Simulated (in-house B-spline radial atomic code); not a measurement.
# The scandium ion Sc⁸⁺: [Ne] 3s2 3p1

All numbers are computed (non-relativistic r2SCAN0, spin-polarised, spherical fractional occupations, exact exchange averaged over the configuration; point nucleus) with a B-spline radial code for spherical atoms, not measured.

Z_r = [3n² - l(l+1)]/(2<r>); Z_e = n√(-2ε); the last column is Slater's effective charge. Values are occupation-weighted means over spin.

| shell | electrons | ε (eV) | <r> (bohr) | Z_r | Z_e | Slater |
| --- | --- | --- | --- | --- | --- | --- |
| 1s | 2 | -4595 | 0.07356 | 20.39 | 18.38 | 20.70 |
| 2s | 2 | -652.18 | 0.342 | 17.54 | 13.85 | 16.85 |
| 2p | 6 | -566.82 | 0.3051 | 16.39 | 12.91 | 16.85 |
| 3s | 2 | -193.57 | 0.9544 | 14.15 | 11.32 | 11.50 |
| 3p | 1 | -171.93 | 0.9679 | 12.91 | 10.66 | 11.50 |

The least bound orbital is 3p up at -171.9 eV, and it is also the most diffuse (<r> = 0.9679 bohr).
